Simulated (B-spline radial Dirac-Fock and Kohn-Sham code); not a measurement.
**Isotope-shift constants of the inner levels of Xe⁶⁺**

System: Xe⁶⁺ in the configuration [Kr] 4d10 5s2.

Input file task.json (cfg lists n, l and occupation; rrms is the nuclear radius in fm):

```json
{"items": [{
  "Z": 54,
  "q": 6,
  "cfg": [[1, 0, 2], [2, 0, 2], [2, 1, 6], [3, 0, 2], [3, 1, 6], [3, 2, 10], [4, 0, 2], [4, 1, 6], [4, 2, 10], [5, 0, 2]],
  "A": 132,
  "rrms": 4.7859,
  "do": "isoshift",
  "isotopes": [[116, 115.921580955, 4.7211], [118, 117.916178678, 4.7387], [120, 119.911784267, 4.7509], [122, 121.908367655, 4.759], [124, 123.905885174, 4.7661], [126, 125.904297422, 4.7722], [127, 126.905183636, 4.7747], [128, 127.90353075341, 4.7774], [129, 128.90478085742, 4.7775], [130, 129.903509346, 4.7818], [131, 130.90508412808, 4.7808], [132, 131.90415508346, 4.7859], [133, 132.905910748, 4.7831], [134, 133.90539303, 4.7899], [136, 135.907214474, 4.7964], [137, 136.911557771, 4.8094], [138, 137.914146268, 4.8279], [139, 138.9187922, 4.8409], [140, 139.921645814, 4.8566], [141, 140.926787181, 4.8694], [142, 141.929973095, 4.8841], [143, 142.93536955, 4.8942], [144, 143.938945076, 4.9082], [146, 145.948518245, 4.9315]]
}]}
```

Launch: `python xray2_run.py task.json out`

Calculated with a radial B-spline solver, using first-order field-shift and mass-shift constants from Dirac-Fock ground and hole states with a Fermi nucleus; the mass shift has no relativistic recoil terms. A binding energy shifts by δE = F·δ⟨r²⟩ + (K_N + K_S)·δ(1/M); F is taken for a change of radius at fixed skin thickness and so holds the higher radial moments.

```tsv
level	F (meV/fm²)
K (1s)	-121.1
L1 (2s)	-14.48
L2 (2p1/2)	0.4858
L3 (2p3/2)	0.8265
M1 (3s)	-2.892
M2 (3p1/2)	0.1475
M3 (3p3/2)	0.2252
M4 (3d3/2)	0.2037
M5 (3d5/2)	0.1992
```

The mass shift is not given and not included below: at this Z its relativistic corrections are large. It matters little for K lines but can be comparable with the field shift of L lines.

Field shifts alone in meV from A = 132 (mass 131.9042 u, rms radius 4.7859 fm); radii from Angeli and Marinova (2013).

```
  A  mass (u)  radius (fm)     Kα1     Kα2     Kβ1   Lα1
124  123.9059       4.7661   +23.1   +23.0   +23.0  -0.1
130  129.9035       4.7818    +4.8    +4.8    +4.8   0.0
131  130.9051       4.7808    +5.9    +5.9    +5.9   0.0
136  135.9072       4.7964   -12.3   -12.2   -12.2  +0.1
137  136.9116       4.8094   -27.5   -27.4   -27.4  +0.1
138  137.9141       4.8279       ?       ?       ?     ?
139  138.9188       4.8409   -64.6   -64.4   -64.2  +0.3
141  140.9268       4.8694   -98.3   -98.0   -97.8  +0.5
142  141.9300       4.8841  -115.8  -115.5  -115.2  +0.6
144  143.9389       4.9082  -144.6  -144.2  -143.9  +0.7
```

Question: What are the shifts for A = 138?

Answer: Kα1 -49.2 meV; Kα2 -49.1 meV; Kβ1 -49.0 meV; Lα1 +0.3 meV.
